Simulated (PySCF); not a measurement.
Dipole response of In³⁺ (indium, charge +3)

[Kr] 4d10, closed-shell 1S. Calculation: PySCF 2.14, in aug-cc-pwCVTZ-DK3 with one added diffuse shell each of s, p, d, f type (11s10p8d5f1g, 125 functions); scalar relativity by spin-free X2C-1e. Coupled (time-dependent) response in atomic units; α is the mean over directions.

| method | mean α (bohr³) | C₆ (like pair) | S(−4) |
| --- | --- | --- | --- |
| UHF | 3.182 | 13.83 | 1.442 |
| PBE | 3.494 | 15.37 | 1.966 |
| PBE0 | 3.385 | 14.84 | 1.768 |
| r2SCANh | 3.367 | 14.90 | 1.704 |

S(−4) is the Cauchy moment in α(ω) = α(0) + S(−4) ω² + …

α(iu) at r2SCANh:

```json
{"u (hartree)": "0", "α(iu) (bohr³)": "3.367"}
{"u (hartree)": "0.0500", "α(iu) (bohr³)": "3.363"}
{"u (hartree)": "0.100", "α(iu) (bohr³)": "3.350"}
{"u (hartree)": "0.200", "α(iu) (bohr³)": "3.301"}
{"u (hartree)": "0.300", "α(iu) (bohr³)": "3.225"}
{"u (hartree)": "0.500", "α(iu) (bohr³)": "3.015"}
{"u (hartree)": "0.750", "α(iu) (bohr³)": "2.706"}
{"u (hartree)": "1.00", "α(iu) (bohr³)": "2.401"}
{"u (hartree)": "1.50", "α(iu) (bohr³)": "1.881"}
{"u (hartree)": "2.00", "α(iu) (bohr³)": "1.487"}
{"u (hartree)": "3.00", "α(iu) (bohr³)": "0.9712"}
{"u (hartree)": "5.00", "α(iu) (bohr³)": "0.4857"}
```

A single London oscillator, α(iu) = α/(1 + u²/ω²), gives C₆ = (3/4) ω α². Matching the computed C₆ needs ω = 4 × 14.90 / (3 × 3.367²) = 1.75 hartree.

For an ion, C₆ is the dispersion term alone; charge-induced terms of lower order in 1/R come first.
